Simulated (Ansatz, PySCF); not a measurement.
H5PSi, charge +1, doublet, geometry from GFN2-xTB (a state made from the parent by changing its charge; the spin is typed, not shown lowest). Base run: PySCF with WB97M-V/STO-3G.

Geometry (Å):
```xyz
7

Si    -1.1955     0.1309     0.1159
P      1.1474    -0.1109    -0.1709
H     -1.6619    -0.9178    -0.7849
H     -1.3558     1.5178    -0.3077
H     -1.3061    -0.1355     1.5508
H      1.7919    -1.3296    -0.0146
H      2.0585     0.6952     0.4967
```
Charge +1, spin multiplicity 2.
Orbitals are unrestricted.
All else is at PySCF's defaults.

The same geometry, method and basis name were run in Ansatz (a first-principles code) and PySCF, at each program's defaults and at the settings that a row names. The base is PySCF at its defaults. Differences at the defaults can come from grids, fitting, cores and function types together.

```json
[
 {"code and settings": "PySCF, defaults (exact integrals, its default grid, spherical functions)", "ΔE vs base (µEh)": "0.0", "basis functions": "23", "E (Eh)": "-626.41205", "SCF cycles": "10"},
 {"code and settings": "Ansatz, defaults (factorised integrals, its default grid, spherical functions)", "ΔE vs base (µEh)": "3.5", "basis functions": "23", "E (Eh)": "-626.41205", "SCF cycles": "-"},
 {"code and settings": "PySCF, density fitting with def2-universal-jkfit", "ΔE vs base (µEh)": "-1344", "basis functions": "23", "E (Eh)": "-626.41339", "SCF cycles": "10"},
 {"code and settings": "PySCF, fine grid", "ΔE vs base (µEh)": "3.1", "basis functions": "23", "E (Eh)": "-626.41205", "SCF cycles": "10"},
 {"code and settings": "Ansatz, high accuracy", "ΔE vs base (µEh)": "2.6", "basis functions": "23", "E (Eh)": "-626.41205", "SCF cycles": "-"}
]
```

Open shells are given as the SCF converged; they aren't shown to be the lowest states, and a large step between rows can be another state.
